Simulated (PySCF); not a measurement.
Compound: C8H10F2.
Numbering: `[F:1][CH:2]([F:3])[C@@H:4]1[CH2:5][C@@H:6]2[CH:7]=[CH:8][C@H:9]1[CH2:10]2` (hydrogens: H11 on C2; H12 on C4; H13, H14 on C5; H15 on C6; H16 on C7; H17 on C8; H18 on C9; H19, H20 on C10)

Geometry (PBE0-D3(BJ)/def2-SVP, Å), atoms numbered from 1 in this order:
```
atom  x, y, z in Å
F1     3.080   -0.712   -0.713
C2     2.235    0.257   -0.285
F3     2.915    1.024    0.603
C4     1.031   -0.359    0.375
C5     0.155   -1.208   -0.578
C6    -1.258   -0.585   -0.392
C7    -1.189    0.797   -1.006
C8    -0.425    1.554   -0.206
C9     0.019    0.679    0.950
C10   -1.215   -0.222    1.101
H11    1.973    0.887   -1.153
H12    1.420   -0.977    1.200
H13    0.166   -2.268   -0.286
H14    0.492   -1.158   -1.624
H15   -2.082   -1.226   -0.733
H16   -1.603    1.073   -1.978
H17   -0.088    2.577   -0.386
H18    0.385    1.200    1.843
H19   -1.048   -1.090    1.759
H20   -2.105    0.332    1.432
```

Computed with TDDFT CAM-B3LYP/def2-SVPD, vertical, gas phase, core orbitals frozen in the response in PySCF.

Transition dipole moments from the ground state, in atomic units and in the frame of the coordinates above (overall signs are arbitrary), for the states with f of 0.002 or more among the lowest 10:

```json
{"state": "S1", "E (eV)": "6.559", "μx": "-0.464", "μy": "-0.489", "μz": "-0.537"}
{"state": "S2", "E (eV)": "6.995", "μx": "-0.442", "μy": "0.088", "μz": "0.141"}
{"state": "S3", "E (eV)": "7.611", "μx": "0.154", "μy": "-0.105", "μz": "0.031"}
{"state": "S6", "E (eV)": "8.263", "μx": "-0.087", "μy": "-0.128", "μz": "0.043"}
{"state": "S8", "E (eV)": "8.414", "μx": "-0.329", "μy": "-0.031", "μz": "0.258"}
{"state": "S9", "E (eV)": "8.463", "μx": "0.126", "μy": "0.102", "μz": "0.077"}
{"state": "S10", "E (eV)": "8.581", "μx": "-0.043", "μy": "0.203", "μz": "-0.094"}
```

Task: Work out the oscillator strengths.

Result: f = (2/3) ΔE |μ|² with ΔE in hartree (27.2114 eV).

```
state  |μ|² (au)  |μ| (D)      f
   S1      0.743     2.19  0.119
   S2      0.223     1.20  0.038
   S3      0.036     0.48  0.007
   S6      0.026     0.41  0.005
   S8      0.176     1.07  0.036
   S9      0.032     0.46  0.007
  S10      0.052     0.58  0.011
```

Task: Which bond between heavy atoms lies closest to the direction of the S1 transition dipole?

Result: C4–C5, C7–C8 and C2–F3, at 2° from it; next C6–C10 at 41°.

Task: What angle do the transition dipoles of S8 and S10 make?

Result: |cos θ| = |μa·μb| / (|μa| |μb|) = 0.17, so θ ≈ 80° (taken between 0 and 90°, since the signs are arbitrary).

Task: How is the summed strength of these states shared among x, y and z?

Result: (2/3) Σ ΔE μα² gives 0.100 for x, 0.056 for y and 0.067 for z, 0.223 in all.

Task: What peak molar absorption coefficient would the strongest computed level give as a lone Gaussian band 0.5 eV wide at half height?

Result: ε(max) = 2.175×10⁸ f / FWHM, with the width in cm⁻¹. S1: 2.175×10⁸ × 0.1193 / 4033 ≈ 6400 L mol⁻¹ cm⁻¹.

The vertical ionisation energy (ΔSCF) is 9.28 eV, 0.70 eV above S10.

The run took 3.8 min of wall time on one thread of an Arm Neoverse V1, no GPU, shared host.

One conformer stands for the species.
